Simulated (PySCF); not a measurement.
# Solvent effects on NMR parameters

Geometry (Å), atoms numbered from 1 in this order:
```xyz
15

O     2.6085   -1.3506   -0.1971
C     2.0823   -0.2841    0.0059
O     2.7839    0.8231    0.2537
C     0.6067   -0.0898    0.0003
C    -0.1759   -1.2212   -0.2725
C    -1.5616   -1.1542   -0.3017
C    -2.1950    0.0650   -0.0529
C    -1.4437    1.2026    0.2204
C    -0.0548    1.1212    0.2447
F     0.6200    2.2297    0.5074
H     3.7159    0.5566    0.2279
H     0.3554   -2.1563   -0.4607
H    -2.1498   -2.0481   -0.5173
H    -3.2852    0.1331   -0.0714
H    -1.9104    2.1689    0.4193
```

GIAO PBE0/pcSseg-1 in PySCF 2.14.0 with density-fitted response routines on one PBE0-D3(BJ)/def2-SVP conformer, non-relativistic, equivalent nuclei averaged. Solvents enter as an IEF-PCM continuum (chloroform with ε = 4.7, tetrahydrofuran with ε = 7.4, methanol with ε = 32.6) around the gas-phase geometry. Shifts are referred to TMS, CFCl3 computed in the same medium.

Gas phase, δ in ppm: C9 170.7, C2 167.8, C5 141.8, C7 141.3, C6 128.2, C8 122.0, C4 119.5, F10 -99.8, H12 8.52, H14 7.63, H13 7.35, H15 7.21, H11 6.20. Dipole moment 1.87 D.

**Question.** How does each δ change in the continuum?

**Answer.** 
```
atoms                          environment  Δδ, chloroform  Δδ, tetrahydrofuran  Δδ, methanol
   C9     aromatic carbon bearing fluorine            +0.5                 +0.6          +0.7
   C2               carboxylic acid carbon            +2.2                 +2.5          +3.0
   C5                          aromatic CH            +0.2                 +0.2          +0.2
   C7                          aromatic CH            +2.6                 +3.1          +3.7
   C6                          aromatic CH            +1.9                 +2.2          +2.7
   C8                          aromatic CH            +1.5                 +1.8          +2.1
   C4          substituted aromatic carbon            +0.1                 +0.1          +0.1
  F10                        aryl fluorine            -3.3                 -3.7          -4.4
  H12           hydrogen on an aromatic CH           -0.01                -0.02         -0.03
  H14           hydrogen on an aromatic CH           +0.27                +0.32         +0.38
  H13           hydrogen on an aromatic CH           +0.23                +0.26         +0.31
  H15           hydrogen on an aromatic CH           +0.23                +0.27         +0.33
  H11  hydrogen on an acid hydroxyl oxygen           +0.68                +0.77         +0.92
```

Changes are relative to the gas phase. The dipole moment becomes 2.35 D in chloroform, 2.42 D in tetrahydrofuran, 2.53 D in methanol.

**Question.** Which nuclei move most (in ppm), and what does the model miss?

**Answer.** F10 (aryl fluorine, -4.4 ppm) in methanol. A continuum only polarises the solute; specific hydrogen bonds, the anisotropy of aromatic solvents and changes of geometry or conformer are outside it.
